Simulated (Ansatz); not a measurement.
`CC(C)(C)[NH][Ga]([Cl])[Cl]` + `S[SiH](Cl)Cl` → `CS[SiH](Cl)Cl` + `CC(C)[NH][Ga]([Cl])[Cl]`  (substitution at a C–C bond)

Calculated with Ansatz (gas phase, PBE0-D4/def2-TZVP geometries, no zero-point term in ΔE). CCSD(T)/CBS adds triple-zeta CCSD(T) − MP2 to the extrapolated MP2 energy (def2 sets, frozen cores). DFT in def2-TZVPP. For Ga outer-core shells are correlated without core-valence functions, which leaves a few kJ/mol of doubt a bond. Scalar relativity is left out up to krypton. One conformer a species, not always the lowest.

`CC(C)(C)[NH][Ga]([Cl])[Cl]`:

Z-matrix (Å, degrees):
```
C
C 1 1.519
H 1 1.092 2 110.0
H 1 1.093 2 111.3 3 -119.6
H 1 1.093 2 111.3 3 119.6
C 2 1.528 1 109.6 3 -60.2
C 2 1.528 1 109.6 3 60.3
N 2 1.460 1 109.9 3 -179.9
H 6 1.092 2 110.4 1 -59.2
H 6 1.094 2 110.7 1 -178.9
H 6 1.093 2 111.0 1 61.3
H 7 1.092 2 110.4 1 59.1
H 7 1.093 2 111.0 1 -61.3
H 7 1.094 2 110.7 1 178.9
Ga 8 1.794 2 134.3 1 -0.6
H 8 1.011 2 112.5 1 179.7
Cl 15 2.125 8 128.3 2 0.1
Cl 15 2.135 8 115.6 2 -180.0
```

`S[SiH](Cl)Cl`:

```xyz
6

S    -1.083    1.330    0.175
Si    0.077   -0.406   -0.151
Cl   -0.669   -1.262   -1.841
Cl    2.055    0.035   -0.406
H    -0.378    1.679    1.267
H    -0.002   -1.375    0.956
```

`CS[SiH](Cl)Cl`:

Z-matrix (Å, degrees):
```
C
S 1 1.817
H 1 1.089 2 106.2
H 1 1.089 2 110.7 3 118.6
H 1 1.089 2 110.7 3 -118.6
Si 2 2.099 1 100.1 3 179.9
Cl 6 2.048 2 111.8 1 59.6
Cl 6 2.048 2 111.8 1 -59.7
H 6 1.473 2 108.1 1 180.0
```

`CC(C)[NH][Ga]([Cl])[Cl]`:

Cartesian coordinates in Å:
```
C -0.306 0.924 1.428
C 0.254 -0.013 0.368
C 0.362 -1.439 0.887
N -0.541 0.041 -0.848
Ga 0.002 0.567 -2.472
Cl 2.010 1.204 -2.769
Cl -1.334 0.569 -4.126
H -0.347 1.950 1.057
H -1.321 0.623 1.707
H 0.307 0.906 2.332
H 1.260 0.332 0.104
H 0.796 -2.095 0.131
H 0.983 -1.484 1.785
H -0.628 -1.827 1.146
H -1.498 -0.257 -0.729
```

```json
{"level": "B97M-V", "ΔE (kcal/mol)": "3.8"}
{"level": "r2SCAN0-D4", "ΔE (kcal/mol)": "3.1"}
{"level": "BHLYP-D4", "ΔE (kcal/mol)": "2.4"}
{"level": "CCSD/CBS(def2)", "ΔE (kcal/mol)": "3.5"}
```

(1) What does CCSD(T)/CBS give? (Best estimate.)

Largest T1 diagnostic among the species: 0.011.

Answers

(1) The calculation gave: +3.8 kcal/mol. The listed levels differ from it by 0.0, -0.7, -1.4, -0.3 kcal/mol.

Leaving LDA and LC-ωPBE aside and taking each functional with its dispersion term where it has one, the values, not all of them listed here, spread over 2.4 kcal/mol, from BLYP-D4 to B97M-V. LDA lies +3.7 kcal/mol from PBE without D4. The D4 term adds +1.3 kcal/mol with B3LYP and +0.7 kcal/mol with PBE0; it sums over pairs of atoms, weighted by their polarisabilities, and B3LYP, whose exchange is more repulsive, gets the larger term. At CCSD(T), def2-SVP lies +1.9 kcal/mol from the extrapolated value and def2-TZVPP +0.9 kcal/mol.

B3LYP here is the variant with VWN-RPA as its local correlation; programs differ in this.

CCSD(T)/CBS has its own doubt, a few kJ/mol and more with outer-core shells, so smaller differences from it don't rank the levels.
